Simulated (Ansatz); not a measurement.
Mulliken charges of AlH$_{4}$NOSi (`O[SiH]1[NH][AlH]1`) from PBE/def2-TZVPP in Ansatz (PBE0-D4/def2-TZVP geometry).

```csv
atom,x (Å),y (Å),z (Å),charge (e)
O1,-1.413,-0.010,1.369,-0.345
Si2,-0.630,-0.289,-0.060,0.347
N3,0.716,0.757,-0.400,-0.292
Al4,1.601,-0.793,-0.280,0.194
H5,-2.368,0.046,1.318,0.182
H6,-1.710,-0.325,-1.094,-0.106
H7,0.768,1.756,-0.546,0.106
H8,3.128,-1.200,-0.363,-0.085
```

Task: By hand: the dipole of these point charges (1 e Å = 4.8032 D).

Result: Σ q r = (-0.064, -0.141, -0.102) e Å, of length 0.185 e Å = 0.89 D.

Task: How does the dipole of the full density compare? (Estimate.)

Result: The calculation gave: (-0.073, 0.115, -0.127) e Å, 0.89 D; the point charges give 1.00 times that, at 88° from its direction.

Point charges leave out the atoms' own dipoles, such as those of lone pairs, and Mulliken's split depends on the basis, so the two needn't agree.
